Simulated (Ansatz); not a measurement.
Consider the hydrogenolysis of a C–O bond: `O/C([SiH3])=C/[SiH3]` + H₂ → `[SiH3]/C=C/[SiH3]` + H₂O.

Calculated with Ansatz (gas phase, PBE0-D4/def2-TZVP geometries, no zero-point term in ΔE). CCSD(T)/CBS adds triple-zeta CCSD(T) − MP2 to the extrapolated MP2 energy (def2 sets, frozen cores). This one scheme is used for every species. Double bonds are as drawn, so ΔE can hold a change between cis and trans. Functionals use def2-TZVPP. Each species was taken in one conformer, which may not be the lowest.

Task: Is it downhill or uphill in electronic energy at CCSD(T)/CBS, and by how much? (Estimate.)

Result: Ansatz gave: Downhill: ΔE = -85.6 kJ/mol.

Task: What do these levels give: ωB97X-V, BHLYP, CAM-B3LYP, LC-ωPBE, MP2/def2-TZVPP, HF/def2-QZVPP? (Best estimate.)

Result: Ansatz gave: ωB97X-V -73.3, BHLYP -88.6, CAM-B3LYP -79.7, LC-ωPBE -79.1, MP2/def2-TZVPP -81.7, HF/def2-QZVPP -102.1 kJ/mol.

Task: What do rigid-rotor, harmonic-oscillator terms from PBE0-D4/def2-TZVP frequencies (298.15 K, 1 bar) make of the CCSD(T)/CBS value? (Estimate.)

Result: Ansatz gave: ΔZPE = +16.9 kJ/mol, ΔH = -69.8 kJ/mol, ΔS = 29 J/(mol·K), ΔG = -78.5 kJ/mol.

Largest T1 diagnostic among the species: 0.013.

In def2-TZVPP, CCSD(T) changes the Hartree–Fock value by +18.5 kJ/mol (the triples alone add +6.0 kJ/mol) and MP2 by +19.7 kJ/mol. Leaving LDA and LC-ωPBE aside and taking each functional with its dispersion term where it has one, the values, not all of them listed here, spread over 19.8 kJ/mol, from B2PLYP to revPBE-D4. LDA lies +15.5 kJ/mol from PBE without D4.
